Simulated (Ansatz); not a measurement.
`C[Si](C)(C)O` + H–F → `C[Si](C)(C)F` + H₂O  (ligand exchange at the Si–O bond)

Gas-phase electronic energies from Ansatz, PBE0-D4/def2-TZVP geometries. CCSD(T)/CBS adds triple-zeta CCSD(T) − MP2 to the extrapolated MP2 energy (def2 sets, frozen cores). This one scheme is used for every species. DFT in def2-TZVPP. B3LYP here is the variant with VWN-RPA as its local correlation; programs differ in this. HSE06 is defined as in plane-wave codes. One conformer a species, not always the lowest.

`C[Si](C)(C)O`:

```xyz
15

C    -0.340   -1.664   -0.504
Si   -0.200    0.167   -0.149
C    -0.228    0.442    1.700
C     1.345    0.876   -0.905
O    -1.445    0.992   -0.874
H    -1.260   -2.084   -0.087
H     0.498   -2.213   -0.065
H    -0.341   -1.855   -1.580
H    -1.147    0.054    2.150
H    -0.163    1.507    1.939
H     0.612   -0.064    2.185
H     2.239    0.399   -0.494
H     1.415    1.950   -0.712
H     1.351    0.729   -1.988
H    -2.337    0.764   -0.613
```

H–F:

Cartesian coordinates in Å:
```
F 0.153 0.244 0.359
H -0.153 -0.244 -0.359
```

`C[Si](C)(C)F`:

```xyz
14

C    -0.007    0.816   -1.583
Si   -0.193    0.331    0.204
C    -1.295   -1.155    0.398
C     1.459    0.069    1.018
F    -0.910    1.561    0.961
H    -0.979    1.014   -2.040
H     0.477    0.018   -2.154
H     0.603    1.717   -1.683
H    -2.279   -0.975   -0.041
H    -1.437   -1.404    1.453
H    -0.862   -2.028   -0.098
H     1.998   -0.759    0.547
H     1.342   -0.167    2.078
H     2.083    0.963    0.938
```

H₂O:

Cartesian coordinates in Å:
```
O 0.140 0.036 0.362
H -0.780 -0.032 0.095
H 0.640 -0.004 -0.456
```

```
             level  ΔE (kJ/mol)  difference from CCSD(T)/CBS
       LDA (SPW92)        -48.7                          2.4
          B3LYP-D4        -53.0                         -1.9
          BHLYP-D4        -54.1                         -3.0
           ωB97X-V        -53.4                         -2.3
            B2PLYP        -53.9                         -2.8
            revPBE        -54.5                         -3.4
             B3LYP        -57.0                         -5.9
           r2SCAN0        -53.6                         -2.5
             HSE06        -52.2                         -1.1
             BHLYP        -57.2                         -6.1
         CAM-B3LYP        -56.8                         -5.7
           LC-ωPBE        -54.1                         -3.0
     HF/def2-TZVPP        -59.1                         -8.0
CCSD(T)/def2-TZVPP        -49.5                          1.6
SCS-MP2/def2-QZVPP        -51.4                         -0.3
    CCSD/CBS(def2)        -52.6                         -1.5
       CCSD(T)/CBS        -51.1                            0
```

Largest T1 diagnostic among the species: 0.010.

In def2-TZVPP, CCSD(T) changes the Hartree–Fock value by +9.5 kJ/mol (the triples alone add +1.5 kJ/mol) and MP2 by +11.7 kJ/mol. The D4 term adds +4.0 kJ/mol with B3LYP and +2.3 kJ/mol with PBE0; it sums over pairs of atoms, weighted by their polarisabilities, and B3LYP, whose exchange is more repulsive, gets the larger term.
